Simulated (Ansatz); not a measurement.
A made-up structure of AlHIBr, singlet:

Br1  (-1.888, -0.195, -0.508)
Al2  (0.086, 0.206, -0.012)
I3  (0.860, -1.668, 0.546)
H4  (0.943, 1.657, -0.025)
(Å)

It is relaxed with PBE-D4/def2-SVP and then PBE0-D4/def2-TZVP (Ansatz 0.2.0). Atoms count as bonded within 1.22 times the sum of their covalent radii (H–H: 0.88 Å). The end point is not checked to be a true minimum.

**Question.** Does its bonding change? (A judgement: the text doesn't fix the answer.)

**Answer.** Computed: No: no bond forms or breaks.

Where it ends: The first stage lowers the energy by 1.95 eV in 5 steps. It ends as AlHIBr ([Br][AlH][I]):
```
4
angstrom
Br -2.0930 0.0809 -0.6165
Al 0.0664 0.2009 -0.0168
I 1.2091 -1.8582 0.6803
H 0.8175 1.5764 -0.0469
```

Labels in which every atom is bracketed show which atoms are joined, not bond orders.

For scale, one of the runs: PBE0-D4/def2-TZVP relaxation, 141 basis functions, launched by `ansatz run in.yaml --threads 2 --pin off --events-out ev --progress --plain --max-ram 4352MiB`. Hardware: 2 CPU threads of an Arm Neoverse V2, shared host. Wall time about 17 s.
